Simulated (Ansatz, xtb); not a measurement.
Two structures of H7NSn2

Structure a: a singlet given by its coordinates. Structure b: a singlet given by its coordinates. Both are isolated molecules in the gas phase, relaxed with PBE0-D3(BJ)/def2-SVP.

a (Å):

```xyz
10

N    -0.0914   -0.5106    1.0638
Sn   -1.6633   -1.1861   -0.6388
Sn   -2.1563    1.6453   -0.7709
H    -0.1536   -1.1142    1.8833
H     0.8768   -0.5160    0.7444
H    -0.3187    0.4440    1.3548
H    -2.8170   -1.2342    0.7228
H    -1.3212    2.2992    0.6253
H    -3.7697    2.2348   -0.6220
H    -1.4716    2.5297   -2.0886
```

Close contacts (Å): N1–Sn2 2.41, Sn2–Sn3 2.88, N1–H4 1.02, N1–H5 1.02, N1–H6 1.02, Sn2–H7 1.79, Sn3–H8 1.75, Sn3–H9 1.72, Sn3–H10 1.73.

b (Å):

```tsv
atom	x (Å)	y (Å)	z (Å)
N	-0.8399	0.5522	1.1219
Sn	-0.3363	1.2565	-2.3856
Sn	1.2846	-0.1950	0.4529
H	1.1150	0.7952	-1.1729
H	-1.1894	-0.1802	-1.7170
H	-1.0652	1.3049	0.4487
H	1.8683	1.3263	1.1819
H	-1.0055	2.2530	-1.0248
H	-1.5591	-0.1634	1.0160
H	-0.8799	0.9261	2.0704
```

Close contacts (Å): N1–Sn3 2.35, Sn2–Sn3 3.58, N1–H6 1.03, N1–H9 1.02, N1–H10 1.02, Sn2–H4 1.95, Sn2–H5 1.80, Sn2–H8 1.81, Sn3–H4 1.91, Sn3–H7 1.79.

Question: Estimate which is lower in electronic energy at CCSD(T)/def2-SVP + ΔMP2/def2-TZVPP, and by roughly how much.

Answer: The CCSD(T)/def2-SVP + ΔMP2/def2-TZVPP calculation puts structure a lower, by 0.432 eV.

How the difference moves with the method:

```csv
level,geometry,E(b) − E(a) (eV),departure from the last row (eV),"job, with rough time for the two"
GFN2-xTB,GFN2-xTB,−0.378,−0.809,"optimisation, 0.26 s"
HF/STO-3G,GFN2-xTB,+3.550,+3.118,"single point, 1.5 s"
r2SCAN-D4/def2-SVP,GFN2-xTB,+0.531,+0.100,"single point, 3.3 s"
PBE0-D3(BJ)/def2-SVP,PBE0-D3(BJ)/def2-SVP,+0.480,+0.049,"optimisation, 98 s"
HF/def2-SVP,PBE0-D3(BJ)/def2-SVP,+0.698,+0.266,part of the CCSD(T) run
MP2/def2-SVP,PBE0-D3(BJ)/def2-SVP,+0.639,+0.208,part of the CCSD(T) run
CCSD(T)/def2-SVP,PBE0-D3(BJ)/def2-SVP,+0.562,+0.131,single point
CCSD(T)/def2-SVP + ΔMP2/def2-TZVPP,PBE0-D3(BJ)/def2-SVP,+0.432,,"single point, 32 s"
```

GFN2-xTB puts the two in the other order. The largest departure from CCSD(T)/def2-SVP + ΔMP2/def2-TZVPP is that of HF/STO-3G, 3.118 eV. The last row adds to CCSD(T) the change of the MP2 difference between the two basis sets, here −0.131 eV, a large step that makes the value less sure.

With harmonic frequencies from PBE0-D3(BJ)/def2-SVP (ideal gas, rigid rotor, one conformer each, 298.15 K, 1 atm): the zero-point term adds −0.013 eV; ΔH is +0.402 and ΔG +0.426 eV.

The correlated steps freeze 9 core orbitals; the filled d shell of Sn is correlated, in a basis made for valence electrons. Atoms past krypton carry core potentials in the def2 sets, other sets are all-electron and non-relativistic, and no spin–orbit term is included. Codes used: Ansatz 0.2.0, xtb 6.7.1; the last row on 2 threads of Arm Neoverse V2 on a shared host.
